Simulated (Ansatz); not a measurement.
H$_{19}$N$_{3}$Si$_{6}$Sn, SMILES `[SiH3][N]([SiH3])[SnH]([N]([SiH3])[SiH3])[N]([SiH3])[SiH3]`, relaxed with RKS PBE-D4/def2-SVP in Ansatz from a rough embedded geometry. The force threshold is 0.03 eV/Å; the program also tests the step.

The species carries charge 0 and has multiplicity 1. Sn: def2 effective core potential.

Start:

```xyz
29

Si   -1.167   -2.245   -0.841
N     0.394   -1.785   -0.179
Si    0.612   -2.740    1.284
Sn    0.308    0.221    0.449
N    -1.593    0.934    0.410
Si   -1.530    2.710    0.221
Si   -2.274    0.596    2.067
N     1.459    1.323   -0.899
Si    0.967    0.799   -2.593
Si    3.162    0.767   -0.689
H    -1.151   -3.628   -1.388
H    -1.495   -1.342   -2.018
H    -2.274   -2.070    0.040
H    -0.509   -2.496    2.231
H     0.630   -4.192    0.981
H     1.839   -2.393    1.948
H     0.995    0.398    1.983
H    -0.646    3.263    1.234
H    -2.857    3.272    0.371
H    -1.013    3.031   -1.154
H    -1.378    1.190    3.041
H    -3.575    1.187    2.190
H    -2.385   -0.801    2.274
H     1.231   -0.597   -2.803
H     1.790    1.583   -3.528
H    -0.455    1.122   -2.816
H     3.298   -0.713   -0.878
H     4.013    1.472   -1.630
H     3.605    1.134    0.693
```

```csv
step,energy (eV),largest force (eV/Å),largest move (Å)
1,-57829.0148,2.305,0.000
2,-57829.9297,1.015,0.196
3,-57830.2160,0.609,0.200
4,-57830.4283,0.189,0.195
5,-57830.5299,0.100,0.200
6,-57830.5730,0.097,0.200
7,-57830.5913,0.195,0.191
8,-57830.6054,0.322,0.123
9,-57830.6233,0.231,0.145
10,-57830.6403,0.252,0.195
11,-57830.6524,0.255,0.129
12,-57830.6657,0.236,0.177
13,-57830.6796,0.200,0.130
14,-57830.6983,0.215,0.195
15,-57830.7138,0.221,0.172
16,-57830.7336,0.284,0.195
17,-57830.7563,0.292,0.195
18,-57830.7800,0.300,0.196
19,-57830.7980,0.266,0.195
20,-57830.8073,0.273,0.175
21,-57830.8165,0.182,0.102
22,-57830.8260,0.057,0.100
23,-57830.8325,0.134,0.159
24,-57830.8363,0.107,0.085
25,-57830.8400,0.110,0.102
26,-57830.8418,0.069,0.043
27,-57830.8428,0.029,0.028
```

End:

```xyz
29

Si   -2.007   -1.776   -0.402
N    -0.336   -1.847    0.171
Si    0.563   -3.362    0.225
Sn    0.515   -0.124    0.923
N    -1.054    1.215    0.994
Si   -1.157    2.448   -0.268
Si   -2.174    1.181    2.353
N     1.685    0.565   -0.632
Si    1.590   -0.279   -2.182
Si    2.832    1.873   -0.356
H    -2.298   -3.117   -1.024
H    -2.207   -0.699   -1.431
H    -2.988   -1.549    0.719
H    -0.050   -4.361    1.174
H     0.659   -4.006   -1.131
H     1.951   -3.035    0.719
H     1.348   -0.333    2.414
H    -0.013    3.427   -0.212
H    -2.438    3.202   -0.015
H    -1.203    1.851   -1.647
H    -2.104    2.435    3.188
H    -3.599    1.000    1.904
H    -1.779    0.011    3.220
H     2.108   -1.692   -2.102
H     2.465    0.494   -3.135
H     0.188   -0.318   -2.723
H     4.264    1.418   -0.486
H     2.621    3.017   -1.311
H     2.618    2.362    1.055
```

Hardware: 11 threads of an AMD EPYC 7R13 on a shared host and a whole NVIDIA H100 80 GB. Wall time 36 s, peak host memory 0.94 GiB.
